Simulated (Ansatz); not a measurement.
`[Cl][Sc]([Cl])[Cl]` and `[OH][Sc]([Cl])[Cl]` differ in one atom or group.

Ansatz, PBE0-D4/def2-TZVP geometries, multiplicity 1. Each molecule was computed in one conformer, which needn't be the lowest.

Scalar relativity is left out up to krypton.

```json
{"property": "HOMO energy (B3LYP/def2-TZVPP) / eV", "`[Cl][Sc]([Cl])[Cl]`": "-8.98"}
{"property": "HOMO energy (ωB97M-V/def2-TZVPP) / eV", "`[Cl][Sc]([Cl])[Cl]`": "-11.47"}
{"property": "LUMO energy (B3LYP/def2-TZVPP) / eV", "`[Cl][Sc]([Cl])[Cl]`": "-3.61"}
{"property": "HOMO–LUMO gap (ωB97M-V/def2-TZVPP) / eV", "`[Cl][Sc]([Cl])[Cl]`": "10.04"}
{"property": "HOMO energy (PBE0/def2-TZVPP) / eV", "`[Cl][Sc]([Cl])[Cl]`": "-9.26"}
{"property": "size of the dipole moment (B3LYP/def2-TZVPP) / D", "`[Cl][Sc]([Cl])[Cl]`": "0.01"}
```

What does the change do to each property? (An estimate is asked.)

Ansatz gave: 
| property | `[OH][Sc]([Cl])[Cl]` | shift |
| --- | --- | --- |
| HOMO energy (B3LYP/def2-TZVPP) / eV | -8.57 | 0.41 |
| HOMO energy (ωB97M-V/def2-TZVPP) / eV | -11.10 | 0.37 |
| LUMO energy (B3LYP/def2-TZVPP) / eV | -3.01 | 0.60 |
| HOMO–LUMO gap (ωB97M-V/def2-TZVPP) / eV | 10.20 | 0.16 |
| HOMO energy (PBE0/def2-TZVPP) / eV | -8.85 | 0.41 |
| size of the dipole moment (B3LYP/def2-TZVPP) / D | 3.02 | 3.01 |

With PBE0 the HOMO rises by 0.41 eV and the LUMO rises by 0.61 eV, so the gap widens by about 0.20 eV. PBE moves the HOMO by 0.44 eV and ωB97M-V by 0.37 eV. The zero-point energy changes by 29.7 kJ/mol with +3 modes.

B3LYP here is the variant with VWN-RPA as its local correlation; programs differ in this.
